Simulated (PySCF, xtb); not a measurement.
C4H5FO, SMILES FC1=COCC1.

GFN2-xTB (xtb) at its own geometry gives an orbital gap of 4.68 eV and a dipole moment of 1.97 D.

Geometry optimised at r2SCAN-D4/def2-SVP. The geometry has at least one imaginary mode, so it is a saddle point at that level. Other conformers were not sampled.

Question: What does PBE/def2-TZVP run with PySCF give? (The exact figures need the calculation; the answer reports its results.)

Answer: gap 4.53 eV (levels -4.75 and -0.22 eV), dipole 1.45 D.
